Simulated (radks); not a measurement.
Values are calculated unless marked as measured or tabulated.
Trend from Lu4+ to Hg4+: ionisation energy by Delta-SCF between NIST ground configurations, and size. Level of theory: Dirac Kohn-Sham, PBE, spin-unpolarised, spherical densities, finite nucleus; open shells fill j = l - 1/2 first; Fermi nuclear charge, rms radius of each element as measured or else 0.836 A^(1/3) + 0.57 fm (a radial shooting solver on a logarithmic mesh with Libxc functionals).

| species | configuration | configuration of the ion | IE (eV) | NIST (eV) | kind | r at 0.001 e/bohr^3 (bohr) |
|---|---|---|---|---|---|---|
| Lu4+ | [Xe] 4f13 | [Xe] 4f12 | 68.331 | 66.8 | semi-emp. | 2.91 |
| Hf4+ | [Xe] 4f14 | [Xe] 4f13 | 68.754 | 68.37 | semi-emp. | 2.88 |
| Ta4+ | [Xe] 4f14 5d1 | [Xe] 4f14 | 48.082 | 48.27 | semi-emp. | 3.06 |
| W4+ | [Xe] 4f14 5d2 | [Xe] 4f14 5d1 | 50.631 | 51.6 | semi-emp. | 3.14 |
| Re4+ | [Xe] 4f14 5d3 | [Xe] 4f14 5d2 | 53.166 | 52 | theory | 3.17 |
| Os4+ | [Xe] 4f14 5d4 | [Xe] 4f14 5d3 | 55.684 | 55 | theory | 3.16 |
| Ir4+ | [Xe] 4f14 5d5 | [Xe] 4f14 5d4 | 56.607 | 57 | theory | 3.16 |
| Pt4+ | [Xe] 4f14 5d6 | [Xe] 4f14 5d5 | 59.041 | 56 | theory | 3.14 |
| Au4+ | [Xe] 4f14 5d7 | [Xe] 4f14 5d6 | 61.455 | 60 | theory | 3.11 |
| Hg4+ | [Xe] 4f14 5d8 | [Xe] 4f14 5d7 | 63.850 | 61.2 | exp. | 3.08 |

Reference values: NIST Atomic Spectra Database (exp. = measured, semi-emp. = semi-empirical, theory = theoretical value adopted there). Spin polarisation and multiplet splitting are left out, so open shells lie too high by an amount that depends on their filling.

Beside tabulated values, note that spin-unpolarised runs miss the spin-polarisation part of the exchange energy of open shells.
